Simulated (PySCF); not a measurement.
**[Tm(H2O)]3+ at several levels of theory**

Computed with PySCF 2.14.0 (density fitting, no spin-orbit coupling) at the geometry relaxed with r2SCAN:

```xyz
4
[Tm(H2O)]3+ (singlet in the valence; each metal's 4f electrons, 12 of them, lie in its core potential, out of spins and levels)
Tm    0.0000    0.0000   -0.0590
O     0.0000    0.0000    2.0820
H     0.7821    0.0000    2.7164
H    -0.7821    0.0000    2.7164
```

```json
{"level": "r2SCAN", "basis": "Tm lcecp-1-SVP with ECP58, O def2-SVP, H def2-SVP", "state": "singlet", "HOMO (eV)": "-27.07", "gap (eV)": "5.98", "charge on Tm1 (e)": "2.54", "population of f-type functions on Tm1 (polarisation alone where 4f lies in the core)": "0.02", "dipole about the centre of mass (D)": "3.49", "largest force component (eV/Å)": "0.01"}
{"level": "PBE0", "basis": "the same", "state": "singlet", "HOMO (eV)": "-28.46", "gap (eV)": "7.66", "charge on Tm1 (e)": "2.54", "population of f-type functions on Tm1 (polarisation alone where 4f lies in the core)": "0.02", "dipole about the centre of mass (D)": "3.44", "largest force component (eV/Å)": "0.13"}
{"level": "BLYP", "basis": "the same", "state": "singlet", "HOMO (eV)": "-26.73", "gap (eV)": "4.76", "charge on Tm1 (e)": "2.47", "population of f-type functions on Tm1 (polarisation alone where 4f lies in the core)": "0.02", "dipole about the centre of mass (D)": "3.83", "largest force component (eV/Å)": "0.41"}
{"level": "BP86", "basis": "the same", "state": "singlet", "HOMO (eV)": "-26.94", "gap (eV)": "5.12", "charge on Tm1 (e)": "2.48", "population of f-type functions on Tm1 (polarisation alone where 4f lies in the core)": "0.02", "dipole about the centre of mass (D)": "3.78", "largest force component (eV/Å)": "0.49"}
{"level": "r2SCAN", "basis": "Tm lcecp-1-TZVP with ECP58, O def2-TZVP, H def2-TZVP", "state": "singlet", "HOMO (eV)": "-27.03", "gap (eV)": "5.82", "charge on Tm1 (e)": "2.63", "population of f-type functions on Tm1 (polarisation alone where 4f lies in the core)": "0.02", "dipole about the centre of mass (D)": "3.57", "largest force component (eV/Å)": "0.36"}
```

In the lcecp rows the 4f levels are missing from HOMO and gap, and the state counts the valence alone.

Charges are Mulliken's, which hang on the basis. The relaxation used the grid (50, 194), these runs (75, 302) or, all-electron (x2c bases, spin-free X2C Hamiltonian), (99, 590).

What does TPSS with Tm lcecp-1-SVP with ECP58, O def2-SVP, H def2-SVP give here?

state singlet, HOMO (eV) -26.85, gap (eV) 5.21, charge on Tm1 (e) 2.50, population of f-type functions on Tm1 (polarisation alone where 4f lies in the core) 0.02, dipole about the centre of mass (D) 3.69, largest force component (eV/Å) 0.29. Time: 3.9 s on 2 threads of Arm Neoverse V1, with other jobs on the host, from an already converged density.

In the first row's basis the gap widens with exact exchange: 4.8 to 6.0 eV for BLYP, BP86, TPSS, r2SCAN (none); 7.7 eV for PBE0 (a fixed share).

No frequency check is given that shows the relaxed geometry to be a minimum. An lcecp potential fixes the number of 4f electrons, so in runs with it no electron can move into or out of that shell.
